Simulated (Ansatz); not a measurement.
Basis sets compared for the cluster Zn10O10. Charge 0, multiplicity 1. Geometry r2SCAN-D4/def2-SVP. Ansatz on 2 threads of AMD EPYC 7R13 on a shared host and a share (18 GiB) of an NVIDIA H100 80GB HBM3; times are rough, and most runs start from earlier orbitals.

```xyz
20

Zn   -1.8727    0.4528    2.4262
Zn   -0.2157    2.1669   -1.4740
Zn    2.3756    1.1955   -1.0954
Zn   -3.9249   -2.4647    1.1721
Zn    3.8832   -0.3854   -2.0603
Zn   -0.3883    2.4445    1.2194
Zn   -1.8200   -0.0776   -0.2223
Zn   -1.4969   -2.6009    0.8980
Zn    1.0437   -2.0502    0.4988
Zn    0.5249   -0.7736   -1.9883
O     1.5232    2.1481    0.3428
O     0.9005    1.0127   -2.4274
O     0.1156   -3.0868    1.6119
O     0.7309    3.3537   -0.1843
O     2.2751   -1.6939   -1.6082
O    -0.9395    1.8716    2.8779
O    -0.7287   -1.5227   -0.7876
O     2.2323   -0.8409   -0.3340
O    -1.6094    1.7485   -0.2798
O    -2.6089   -0.8975    1.4143
```

Single mean-field runs in def2-SVP, def2-TZVP are fitted with def2-universal-jkfit. The structure holds 2 bond(s) between oxygen atoms. The restricted singlet is unstable towards broken spin symmetry in Hartree–Fock (as tested in another run); at PBE-D4/def2-TZVP, PBE0-D4/def2-SVP, PBE0-D4/def2-TZVP this wasn't settled. Another isomer (singlet) lies 6.05 eV lower at PBE0-D4/def2-TZVP; other spin states weren't run for this one.

Binding counts from free atoms (Zn singlet, O triplet) in the same basis, without a counterpoise term.

```csv
level,functions,energy (Eh),HOMO (eV),LUMO (eV),binding per atom (eV),wall time
PBE-D4/def2-SVP (with forces),450,-18539.8558,-5.07,-3.05,2.95,4 s
PBE0-D4/def2-SVP,450,-18540.0488,-6.08,-2.26,2.71,5 s
```

(1) Estimate the rows for PBE-D4/def2-TZVP, PBE0-D4/def2-TZVP.

Answers

(1) 
```json
{"level": "PBE-D4/def2-TZVP", "functions": "790", "energy (Eh)": "-18543.3648", "HOMO (eV)": "-5.50", "LUMO (eV)": "-3.45", "binding per atom (eV)": "2.68", "wall time": "4.5 s"}
{"level": "PBE0-D4/def2-TZVP", "functions": "790", "energy (Eh)": "-18543.4666", "HOMO (eV)": "-6.42", "LUMO (eV)": "-2.63", "binding per atom (eV)": "2.50", "wall time": "8.1 s"}
```
